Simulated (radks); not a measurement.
The tungsten anion W- inside a hard spherical wall (all orbitals vanish at R), configuration held at [Xe] 4f14 5d5 6s2 and not refilled when levels cross. All-electron calculation, scalar-relativistic Kohn-Sham, PBE, spin-polarised, spherical densities, finite nucleus; open shells are filled with parallel spins first (spin-orbit coupling, left out, can overturn this in heavy ions); Fermi nuclear charge, rms radius 5.3658 fm. Program: a radial shooting solver on a logarithmic mesh with Libxc functionals. Eigenvalues in eV for spin up, with the zero of energy where the potential of the charges vanishes at infinity; a dash marks a level that is unbound or too diffuse for the functional's potential to be trusted. A positive occupied level is held by the wall or, in an anion where self-interaction has pushed it up, behind a barrier. The pressure on the wall is -dE/dV.

| R (bohr) | E (hartree) | kinetic (hartree) | e(5p) | e(4f) | e(6s) | e(5d) | e(7s, empty) | e(6p, empty) | pressure (GPa) |
|---|---|---|---|---|---|---|---|---|---|
| 20 | -16140.1359 | 17777.575 | -36.385 | -25.387 | -0.559 | 1.364 | - | - | 0.000227 |
| 8 | -16140.1106 | 17777.698 | -35.089 | -24.095 | 0.458 | 2.554 | 9.007 | 4.537 | 0.670 |
| 7 | -16140.0817 | 17777.829 | -34.260 | -23.250 | 1.127 | 3.286 | 12.468 | 5.644 | 2.07 |
| 6 | -16140.0098 | 17778.134 | -32.734 | -21.665 | 2.453 | 4.627 | 18.649 | 7.714 | 7.30 |
| 5 | -16139.8116 | 17778.901 | -29.824 | -18.554 | 5.379 | 7.248 | 30.804 | 12.056 | 30.4 |
| 4 | -16139.1854 | 17781.113 | -24.145 | -12.201 | 12.854 | 12.838 | 58.027 | 22.672 | 161 |
| 3.5 | -16138.3862 | 17783.850 | -19.356 | -6.593 | 21.157 | 18.127 | 85.029 | 34.033 | 430 |
| 3 | -16136.6538 | 17789.833 | -11.868 | 2.407 | 37.289 | 27.203 | 132.17 | 55.157 | 1340 |
| 2 | -16119.4888 | 17847.950 | 32.766 | 51.186 | 159.16 | 85.313 | 418.04 | 198.35 | 26100 |
| 1.5 | -16070.4723 | 18001.042 | 128.03 | 129.62 | 415.85 | 204.23 | 929.81 | 478.16 | 199000 |
